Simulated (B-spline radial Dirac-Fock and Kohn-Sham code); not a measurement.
## X-ray scattering factor of Tc³⁹⁺

System: Tc³⁹⁺, [He] 2s2.

Level of theory: relativistic Hartree-Fock (Dirac-Fock) wave functions, averaged over the configuration; a radial finite-basis atomic code. f₀ is the Fourier transform of the spherical electron density, S the Waller-Hartree incoherent function, and s = sin θ/λ.

```
s (Å⁻¹)     f₀      S
      0  4.000  0.000
   0.08  3.998  0.005
    0.1  3.996  0.007
   0.11  3.996  0.009
   0.14  3.993  0.014
   0.16  3.991  0.018
   0.19  3.987  0.026
   0.23  3.981  0.038
   0.27  3.974  0.052
   0.32  3.963  0.073
   0.38  3.949  0.102
   0.46  3.925  0.147
   0.54  3.897  0.201
   0.65  3.853  0.285
   0.77  3.796  0.389
   0.91  3.721  0.524
   1.08  3.616  0.703
   1.29  3.473  0.933
   1.53  3.294  1.195
   1.82  3.068  1.489
   2.16  2.802  1.783
   2.57  2.501  2.054
   3.05  2.195  2.272
```

f₀ starts at the number of electrons, 4. The sum of ⟨r²⟩ over the electrons is 0.04885 bohr².

Values without a named source are computed, but for edge energies of neutral atoms, which are taken from tables.
